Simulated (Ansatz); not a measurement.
Consider the atomization: `B[SiH2]CF` → B• + C• + F• + 6 H• + Si•.

Isolated molecules relaxed with PBE0-D4/def2-TZVP in Ansatz; ΔE leaves out vibrations. CBS: MP2 limit from def2 TZ/QZ plus the TZ coupled-cluster correction, frozen cores. This one scheme is used for every species, atoms too. Functionals use def2-TZVPP. HSE06 is defined as in plane-wave codes. No spin–orbit coupling; open shells (•) take unrestricted orbitals. Spin–orbit coupling would lower the free atoms: a little for B, C, F, Si. One conformer a species, not always the lowest.

(1) What is ΔE at CCSD(T)/CBS? (Estimate.)

(2) What do these levels give: LDA (SPW92), HSE06-D4, BHLYP-D4, ωB97M-V, PBE-QIDH, revPBE, BHLYP, MP2/def2-SVP, CCSD/def2-SVP, CCSD(T)/def2-TZVPP, MP2/def2-QZVPP, MP2/CBS(def2)? (Estimate.)

Largest T1 diagnostic among the species: 0.014.

Answers

(1) The calculation gave: +790.1 kcal/mol.

(2) Computed: LDA (SPW92) 893.4, HSE06-D4 790.9, BHLYP-D4 777.5, ωB97M-V 794.1, PBE-QIDH 785.5, revPBE 771.5, BHLYP 773.0, MP2/def2-SVP 751.8, CCSD/def2-SVP 742.8, CCSD(T)/def2-TZVPP 771.8, MP2/def2-QZVPP 788.3, MP2/CBS(def2) 795.7 kcal/mol.

From BLYP to BHLYP (50 % exact exchange), in def2-TZVPP and without D4, ΔE moves by −7.8 kcal/mol: exact exchange takes away binding that semilocal exchange gives to molecules. The D4 term adds +6.0 kcal/mol with B3LYP and +3.1 kcal/mol with PBE0; it sums over pairs of atoms, weighted by their polarisabilities, and B3LYP, whose exchange is more repulsive, gets the larger term. In def2-TZVPP, CCSD(T) changes the Hartree–Fock value by +170.4 kcal/mol (the triples alone add +8.3 kcal/mol) and MP2 by +176.0 kcal/mol; breaking electron pairs costs correlation energy, which Hartree–Fock lacks.

B3LYP here is the variant with VWN-RPA as its local correlation; programs differ in this.

For atomizations the MP2-based limit and the directly extrapolated one differ by several kJ/mol either way, and by 10 to 25 for some Ge, Se and Sn compounds, so smaller differences from it don't rank the levels.
